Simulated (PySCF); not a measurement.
**Core-level binding energies of BH2Ph**

Species: BH2Ph, C6H7B.
Z-matrix (Å and degrees, PBE0-D3(BJ)/def2-SVP geometry), rows numbered from 1:
```
B 
H   1  1.2104
H   1  1.2104  2  119.30
C   1  1.5394  2  120.35  3  -179.89
C   4  1.4103  1  121.12  2     0.35
C   5  1.3910  4  121.31  1   179.75
C   6  1.3963  5  119.63  4     0.03
C   7  1.3962  6  120.38  5    -0.01
C   8  1.3910  7  119.63  6    -0.03
H   5  1.0935  4  118.90  1    -0.26
H   6  1.0927  5  120.36  4  -179.97
H   7  1.0933  6  119.81  5  -180.00
H   8  1.0926  7  120.00  6  -180.00
H   9  1.0935  4  118.91  1     0.22
```

Level of theory: delta-SCF UKS SCAN, pcX-2 on the ionised atom, pcseg-1 elsewhere, spin-free X2C in PySCF. Vertical ΔSCF values, vacuum level as zero.

**Question.** What binding energy does each computed site have?

**Answer.** 
```tsv
atom(s)	bonded to	level	binding energy (eV)	above the level's lowest (eV)	count
C4	2 C and B	C 1s	289.94	0.00	1
C5/C9	2 C and H	C 1s	290.40	+0.46	2
C6/C8	2 C and H	C 1s	290.44	+0.50	2
C7	2 C and H	C 1s	290.57	+0.63	1
```

The listed C 1s values span 0.63 eV, from C4 (bonded to 2 C and B) to C7 (bonded to 2 C and H). The widest gap between neighbouring values is 0.46 eV, between 289.94 and 290.40 eV. The values 290.40 and 290.44 eV lie too close for their order to be trusted.

**Question.** Which photon energy gives electrons from C 1s of C4 a kinetic energy of 100 eV, and what is their de Broglie wavelength?

**Answer.** hν = 289.94 + 100 = 389.94 eV, recoil neglected; λ = 12.264 Å/√(E/eV) = 1.23 Å.

The first atom of each set that the bonding makes equivalent was ionised and stands for the set. Not every level is listed. No level of boron is listed. One conformer (not necessarily the lowest) at the PBE0-D3(BJ)/def2-SVP geometry, without solvent, vibrations or thermal averaging.
